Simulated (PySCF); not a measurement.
**NaGe⁺: energy against distance**

Set-up: PySCF, no relativity, basis sets Na def2-SVPD, Ge def2-SVPD. Energies in eV from Na⁺ + Ge in their ground configurations at the same level. State: ³Π (triplet), unpaired electrons σ ↑, π ↑.

```json
{"R (Å)": "2.785", "UHF": "-0.2757", "PBE0": "-0.4267", "TPSS": "", "PBE": "-0.4713"}
{"R (Å)": "2.914", "UHF": "-0.3704", "PBE0": "-0.5017", "TPSS": "-0.5062", "PBE": "-0.5474"}
{"R (Å)": "3.044", "UHF": "-0.4261", "PBE0": "-0.5424", "TPSS": "-0.5509", "PBE": "-0.5898"}
{"R (Å)": "3.141", "UHF": "-0.4493", "PBE0": "-0.5565", "TPSS": "-0.5677", "PBE": "-0.6053"}
{"R (Å)": "3.238", "UHF": "-0.4605", "PBE0": "-0.5602", "TPSS": "-0.5740", "PBE": "-0.6106"}
{"R (Å)": "3.335", "UHF": "-0.4626", "PBE0": "-0.5560", "TPSS": "-0.5720", "PBE": "-0.6078"}
{"R (Å)": "3.465", "UHF": "-0.4549", "PBE0": "-0.5413", "TPSS": "-0.5600", "PBE": "-0.5951"}
{"R (Å)": "3.627", "UHF": "-0.4336", "PBE0": "-0.5130", "TPSS": "-0.5346", "PBE": "-0.5691"}
{"R (Å)": "3.821", "UHF": "-0.3981", "PBE0": "-0.4708", "TPSS": "-0.4953", "PBE": "-0.5295"}
```

Task: Put a parabola through the three lowest points of the UHF curve and estimate Re, k and ωe (reduced mass 17.54 u; 1 eV/Å² = 0.16022 mdyn/Å; ωe = 1302.8·√(k/μ) cm⁻¹).

Result: Through R = 3.238, 3.335, 3.465 Å the second-order coefficient is 0.356 eV/Å², so Re ≈ 3.317 Å, k ≈ 0.114 mdyn/Å and ωe ≈ 105 cm⁻¹. A polynomial fit of higher order to the unrounded UHF energies gives Re = 3.312 Å, k = 0.126 mdyn/Å, ωe = 110 cm⁻¹; anharmonicity and rounding make the difference.

The higher-order fit for each curve: UHF: Re = 3.312 Å, ωe = 110 cm⁻¹, De = 0.463 eV; PBE0: Re = 3.231 Å, ωe = 115 cm⁻¹, De = 0.56 eV; TPSS: Re = 3.260 Å, ωe = 112 cm⁻¹, De = 0.57 eV; PBE: Re = 3.249 Å, ωe = 112 cm⁻¹, De = 0.61 eV.

Spin–orbit coupling is left out. For an ion De counts to the pair picked by the measured ionisation energies or electron affinities, which need not be the lowest pair at this level. The state is the lowest determinant that a PBE0 search found; another state may lie lower at other levels.
